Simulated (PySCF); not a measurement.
Distances in Å between the heavy atoms of a computed structure (PBE0-D3(BJ)/def2-SVP; lower triangle, same order across):
```
F1    0.00
C2    1.33  0.00
C3    2.35  1.39  0.00
C4    3.61  2.40  1.38  0.00
C5    4.13  2.80  2.45  1.43  0.00
C6    5.53  4.20  3.73  2.46  1.40  0.00
Si7   7.22  5.90  5.19  3.82  3.14  1.82  0.00
C8    3.61  2.40  2.80  2.44  1.42  2.46  4.27  0.00
C9    2.35  1.39  2.43  2.80  2.45  3.72  5.54  1.38  0.00
```

Hydrogens: 1 on C3, 1 on C4, 3 on Si7, 1 on C8, 1 on C9.

Triplet state.

Problem. Which heavy atoms are bonded, and with what formal order?

Solution. F1–C2 (single); C2–C3 (aromatic); C3–C4 (aromatic); C4–C5 (aromatic); C5–C6 (single); C6–Si7 (single); C5–C8 (aromatic); C8–C9 (aromatic); C2–C9 (aromatic). The orders are those of one drawing; other resonance forms can be drawn.

Problem. Give the structure as a SMILES string.

Solution. `Fc1ccc([C][SiH3])cc1`, C7H7FSi.

Problem. Which rings does it hold (smallest set)?

Solution. C2–C3–C4–C5–C8–C9 (6 members, 0.00 Å rms from planarity).

Problem. Describe the place of each heavy atom.

Solution. F1: fluorine bonded to C; C2: carbon bonded to 2 C and F; C3: carbon bonded to 2 C and H; C4: carbon bonded to 2 C and H; C5: carbon bonded to 3 C; C6: carbon bonded to C and Si; Si7: silicon bonded to C and 3 H; C8: carbon bonded to 2 C and H; C9: carbon bonded to 2 C and H.

The values belong to the conformer `[F:1][c:2]1[cH:3][cH:4][c:5]([C:6][SiH3:7])[cH:8][cH:9]1`: C4–C5–C6–Si7 0°.
